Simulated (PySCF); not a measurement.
# Group charges in `C#CCC(=C)CCl`

C₆H₇Cl.
SMILES with atom numbers: `[CH:1]#[C:2][CH2:3][C:4](=[CH2:5])[CH2:6][Cl:7]` (hydrogens: H8 on C1; H9, H10 on C3; H11, H12 on C5; H13, H14 on C6)

Structure used (PBE0-D3(BJ)/def2-SVP), in Å, numbered top down from 1:
```xyz
14
C6H7Cl angstrom
C     -2.659    0.228   -0.012
C     -1.518    0.100   -0.396
C     -0.136   -0.033   -0.845
C      0.867    0.336    0.224
C      1.752   -0.542    0.704
C      0.813    1.741    0.729
Cl     1.183    2.925   -0.577
H     -3.674    0.336    0.322
H      0.047   -1.063   -1.189
H      0.020    0.630   -1.715
H      1.772   -1.579    0.357
H      2.483   -0.253    1.463
H      1.541    1.908    1.532
H     -0.194    1.992    1.091
```

Atomic charges (e) from the PBE0/pcSseg-1 density (PySCF):

```json
{"atom": "C1", "Mulliken": "-0.3639", "IAO": "-0.2487", "Hirshfeld": "-0.1223", "ESP-fitted": "-0.5350"}
{"atom": "C2", "Mulliken": "+0.1488", "IAO": "-0.0291", "Hirshfeld": "-0.0397", "ESP-fitted": "+0.1597"}
{"atom": "C3", "Mulliken": "-0.0639", "IAO": "-0.2770", "Hirshfeld": "-0.0547", "ESP-fitted": "-0.3639"}
{"atom": "C4", "Mulliken": "-0.3834", "IAO": "+0.0271", "Hirshfeld": "+0.0090", "ESP-fitted": "+0.3072"}
{"atom": "C5", "Mulliken": "-0.0580", "IAO": "-0.3034", "Hirshfeld": "-0.0918", "ESP-fitted": "-0.5247"}
{"atom": "C6", "Mulliken": "-0.1089", "IAO": "-0.2381", "Hirshfeld": "-0.0324", "ESP-fitted": "-0.4729"}
{"atom": "Cl7", "Mulliken": "-0.1609", "IAO": "-0.1205", "Hirshfeld": "-0.0745", "ESP-fitted": "-0.1139"}
{"atom": "H8", "Mulliken": "+0.0672", "IAO": "+0.2007", "Hirshfeld": "+0.0943", "ESP-fitted": "+0.3340"}
{"atom": "H9", "Mulliken": "+0.1527", "IAO": "+0.1692", "Hirshfeld": "+0.0611", "ESP-fitted": "+0.1714"}
{"atom": "H10", "Mulliken": "+0.1807", "IAO": "+0.1803", "Hirshfeld": "+0.0491", "ESP-fitted": "+0.1717"}
{"atom": "H11", "Mulliken": "+0.1202", "IAO": "+0.1507", "Hirshfeld": "+0.0518", "ESP-fitted": "+0.2021"}
{"atom": "H12", "Mulliken": "+0.1198", "IAO": "+0.1498", "Hirshfeld": "+0.0510", "ESP-fitted": "+0.2070"}
{"atom": "H13", "Mulliken": "+0.1603", "IAO": "+0.1647", "Hirshfeld": "+0.0529", "ESP-fitted": "+0.2229"}
{"atom": "H14", "Mulliken": "+0.1892", "IAO": "+0.1744", "Hirshfeld": "+0.0460", "ESP-fitted": "+0.2344"}
```

Problem. Cut each of the bonds C1–C2, C2–C3, C3–C4, C5–C4 and C6–C4 in turn and sum the charges on the side of the atom named first.

Solution. In e; the other side holds the opposite charge:

| bond cut | piece | atoms | Mulliken | IAO | Hirshfeld | ESP-fitted |
| --- | --- | --- | --- | --- | --- | --- |
| C1–C2 | CH | 2 | -0.297 | -0.048 | -0.028 | -0.201 |
| C2–C3 | C2H | 3 | -0.148 | -0.077 | -0.068 | -0.041 |
| C3–C4 | C3H3 | 6 | +0.122 | -0.005 | -0.012 | -0.062 |
| C5–C4 | CH2 | 3 | +0.182 | -0.003 | +0.011 | -0.116 |
| C6–C4 | CH2Cl | 4 | +0.080 | -0.020 | -0.008 | -0.130 |

Extremes among these pieces. Mulliken: lowest CH at C1, highest CH2 at C5; IAO: lowest C2H at C2, highest CH2 at C5; Hirshfeld: lowest C2H at C2, highest CH2 at C5; ESP-fitted: lowest CH at C1, highest C2H at C2.

Problem. Do the schemes agree better on the pieces than on the single atoms at the cuts?

Solution. The spread between schemes averages 0.213 e for the pieces and 0.366 e for the atoms named first; it is smaller for the piece at 5 of the 5 cuts. On average they agree better on the pieces. The sign differs between schemes (beyond ±0.03 e) for C3H3 at C3, CH2 at C5 and CH2Cl at C6.

The structure is a single PBE0-D3(BJ)/def2-SVP conformer in the gas phase; no vibrational or solvent corrections.
